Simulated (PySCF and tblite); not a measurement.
Values are calculated unless marked as measured or tabulated.
C8H7FO, numbered as in [CH3:1][C:2](=[O:3])[c:4]1[cH:5][cH:6][cH:7][c:8]([F:9])[cH:10]1.

Level: PBE0-D3(BJ)/pcSseg-1//GFN2-xTB, thermal terms from GFN2-xTB, symmetry numbers and mirror pairs counted. Conformers within 3 kcal/mol (GFN2-xTB free energy) were kept, 9 at most. GIAO shieldings: PBE0/pcSseg-1. Shifts are against TMS (¹H), TMS (¹³C), CFCl3 (¹⁹F) at the same level. Programs: PySCF with density fitting and tblite.

Torsions listed: O3–C2–C4–C5.

```csv
conformer,shape,symmetry,E(GFN2) kcal/mol,E(DFT) kcal/mol
1,180°,Cs,0.34,0.00
2,0°,Cs,0.00,0.09
```

Problem. How much do the weights at 298.15 K and the averaged shift of H5 depend on how the conformers are weighted?

Solution. 
```
                                                              weighting  1 (%)  2 (%)  δ (ppm)  rms dipole (D)
DFT energy with thermal terms, symmetry and mirror images (full scheme)     55     45     8.09            3.06
                             DFT energy with symmetry and mirror images     54     46     8.10            3.03
                                                        bare DFT energy     54     46     8.10            3.03
                        GFN2-xTB energy with symmetry and mirror images     36     64     8.21            2.63
                                                   GFN2-xTB free energy     37     63     8.20            2.66
                                                leading conformer alone    100      0     7.81            3.89
                                                          equal weights     50     50     8.12            2.95
                         full scheme, search stopped after three starts      0    100     8.43            1.51
```

The largest departure from the full scheme, 0.35 ppm, comes with: full scheme, search stopped after three starts.


Conformer gaps in pcSseg-1 on xTB geometries can be 2 kcal/mol off for S=O, P=O and other polar bonds.